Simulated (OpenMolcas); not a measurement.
**N, P, As, Sb, Bi: ns2 np3 down the group**

* Program: OpenMolcas 26.06
* Method: CASSCF
* Basis: ANO-R2
* Scalar Hamiltonian: X2C, finite nucleus
* Spin-orbit coupling: state interaction with AMFI integrals over the reference wave functions, term energies averaged over their components

Active space for each ion: 3 electrons in 3 orbitals (p).

Computed levels in cm-1 above 4S* 3/2:

```tsv
Level	N	P	As	Sb	Bi
2D* 3/2	23010	15467	14568	12496	12230
2D* 5/2	23011	15474	14757	13448	16565
2P* 1/2	37992	25656	24405	22039	24860
2P* 3/2	37993	25664	24656	23355	33138
weight of 4S* in the lowest level (%)	100	100	100	98	78
```

Mixed levels, with the weight of the term that names them: Bi 2D* 3/2 (70 %), Bi 2P* 3/2 (70 %).

Measured, with the error of the calculation in %. Measured levels: N, P, As, Sb, Bi from NIST Handbook of Basic Atomic Spectroscopic Data.

```json
{"Level": "2D* 3/2", "N": "19233 (+19.6)", "P": "11361 (+36.1)", "As": "10593 (+37.5)", "Sb": "8512 (+46.8)", "Bi": "11419 (+7.1)"}
{"Level": "2D* 5/2", "N": "19224 (+19.7)", "P": "11377 (+36.0)", "As": "10915 (+35.2)", "Sb": "9854 (+36.5)", "Bi": "15438 (+7.3)"}
{"Level": "2P* 1/2", "N": "28839 (+31.7)", "P": "18723 (+37.0)", "As": "18186 (+34.2)", "Sb": "16395 (+34.4)", "Bi": "21661 (+14.8)"}
{"Level": "2P* 3/2", "N": "28839 (+31.7)", "P": "18748 (+36.9)", "As": "18648 (+32.2)", "Sb": "18464 (+26.5)", "Bi": "33165 (-0.1)"}
```

Without spin-orbit coupling 2D* lies 23010, 15472, 14695, 13083, 12622 cm-1 above 4S* in that order; the difference to the level 2D* 3/2, of either sign, comes from spin-orbit coupling, which also lowers the zero.

With the s shell closed, the reference lacks s² → p² mixing. Without dynamic correlation excited terms often stand tens of per cent too high (terms of higher spin than the ground term too low), and those without a measured partner can miss by more than the paired ones (holds for N; P; As). Computed and measured levels are paired by configuration, term and J; levels that our copy of the source lacks, or whose pairing is in doubt (as where it misses far off the trend of its configuration), stay unpaired and out of the deviations. Levels of configurations outside the active space are missing.

* marks odd parity.
